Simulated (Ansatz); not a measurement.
```yaml
atoms:
  - { symbol: S, position_ang: [0.0000, 0.0000, -0.0957] }
  - { symbol: H, position_ang: [0.0000, 0.8938, 0.7656] }
  - { symbol: H, position_ang: [0.0000, -0.8938, 0.7656] }
```

Basis set: cc-pVTZ (spherical functions). Correlated methods keep 5 orbitals frozen. Charge 0, multiplicity 1.

Computed with Ansatz (development build ahead of 0.2.0); each method stands on the lowest determinant of its kind that the runs found. Restricted open shells among the atoms or ions are ROHF, correlated in semicanonical orbitals with singles.

The atomization energy at this shape (free ground-state atoms in the same class of orbitals less the molecule, no zero-point energy) of singlet H2S:

```csv
method,atomization energy
RHF-MP2,167.06 kcal/mol
```

(1) What does RHF give?

Answers

(1) 125.37 kcal/mol. Caution: the shape is not the minimum.
